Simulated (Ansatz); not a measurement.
Reaction (SMILES): N#P (N-P) + H+ → [NH+]#P
B3LYP-D3(BJ)/def2-TZVP geometries, fixed; electronic energies without zero-point terms; positive where energy is released.

Energies in hartree at B3LYP with Ansatz (a quantum-chemistry and plane-wave program); the proton affinity is their sum with the coefficients shown, times 627.509 kcal/mol a hartree; the bare proton counts zero. All functions are spherical. The program fits the integrals of some runs and decomposes those of others, by size. The proton sits at the site shown, which need not be the one that binds it best. No added dispersion term, no relativity.

| species | coefficient | part | cc-pV(D+d)Z | cc-pV(T+d)Z | cc-pV(Q+d)Z |
|---|---|---|---|---|---|
| N#P (N-P) | +1 | B3LYP | -396.08742 | -396.11917 | -396.12736 |
| [NH+]#P | -1 | B3LYP | -396.40332 | -396.43598 | -396.44385 |

Problem. Predict the proton affinity in cc-pV(5+d)Z (X = 5): let each B3LYP step shrink by the ratio of the last two. Compare with the run.

Solution. 
- N#P (N-P): steps -0.03175 and -0.00819, ratio 0.258, so B3LYP -396.12947 (run: -396.13187).
- [NH+]#P: steps -0.03266 and -0.00787, ratio 0.241, so B3LYP -396.44575 (run: -396.44815).
Predicted 198.47 kcal/mol; the run in cc-pV(5+d)Z gives 198.47, a miss of 0.00. Keeping the value in cc-pV(Q+d)Z, 198.60, would miss by 0.13. All sums are of the energies as printed.
